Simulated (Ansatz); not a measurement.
`O[SiH2][Si](F)(Cl)Cl` + `NCF` → `NC(F)[SiH2]O` + `F[SiH](Cl)Cl`  (formal exchange of groups at the Si–Si bond)

Gas-phase electronic energies from Ansatz, PBE0-D4/def2-TZVP geometries. CCSD(T)/CBS adds triple-zeta CCSD(T) − MP2 to the extrapolated MP2 energy (def2 sets, frozen cores). Functionals use def2-TZVPP. B3LYP here is the variant with VWN-RPA as its local correlation; programs differ in this. One conformer a species, not always the lowest.

`O[SiH2][Si](F)(Cl)Cl`:

Cartesian coordinates in Å:
```
O 0.404 1.038 -1.649
Si 0.890 0.136 -0.362
Si -1.053 -0.495 0.772
F -1.993 -1.420 -0.112
Cl -0.523 -1.576 2.420
Cl -2.165 1.108 1.357
H 1.068 1.398 -2.239
H 1.627 -1.091 -0.771
H 1.745 0.902 0.585
```

`NCF`:

Z-matrix (Å, degrees):
```
C
F 1 1.406
N 1 1.402 2 113.7
H 1 1.092 2 106.1 3 121.3
H 1 1.092 2 106.1 3 -121.3
H 3 1.010 1 112.8 2 62.5
H 3 1.010 1 112.8 2 -62.5
```

`NC(F)[SiH2]O`:

```xyz
11

N     0.276    0.971    1.345
C     0.331    0.843   -0.048
F    -0.393    1.872   -0.731
Si   -0.416   -0.788   -0.658
O     0.644   -1.978   -0.252
H     0.708    1.813    1.700
H    -0.652    0.861    1.729
H     1.367    0.958   -0.380
H    -1.736   -0.962    0.015
H    -0.623   -0.730   -2.128
H     0.493   -2.860   -0.593
```

`F[SiH](Cl)Cl`:

Z-matrix (Å, degrees):
```
Si
F 1 1.581
Cl 1 2.024 2 108.4
Cl 1 2.024 2 108.4 3 119.6
H 1 1.467 2 109.1 3 -120.2
```

```tsv
level	ΔE (kJ/mol)	difference from CCSD(T)/CBS
PBE-D4	24.3	11.3
r2SCAN-D4	15.2	2.2
PBE0-D4	23.6	10.6
B3LYP-D4	18.2	5.2
ωB97X-V	14.3	1.3
ωB97M-V	8.0	-5.0
B2PLYP	12.1	-0.9
PBE	22.0	9.0
r2SCAN	14.5	1.5
PBE0	21.2	8.2
B3LYP	14.3	1.3
HF/def2-TZVPP	12.1	-0.9
MP2/def2-TZVPP	9.7	-3.3
SCS-MP2/def2-TZVPP	9.3	-3.7
CCSD/def2-TZVPP	12.4	-0.6
CCSD(T)/def2-TZVPP	12.5	-0.5
HF/def2-QZVPP	11.4	-1.6
MP2/def2-QZVPP	9.7	-3.3
SCS-MP2/def2-QZVPP	9.3	-3.7
HF/CBS(def2)	11.3	-1.7
MP2/CBS(def2)	10.2	-2.8
CCSD/CBS(def2)	12.9	-0.1
CCSD(T)/CBS	13.0	0
```

Largest T1 diagnostic among the species: 0.012.

The D4 term adds +3.9 kJ/mol with B3LYP and +2.4 kJ/mol with PBE0; it sums over pairs of atoms, weighted by their polarisabilities, and B3LYP, whose exchange is more repulsive, gets the larger term.
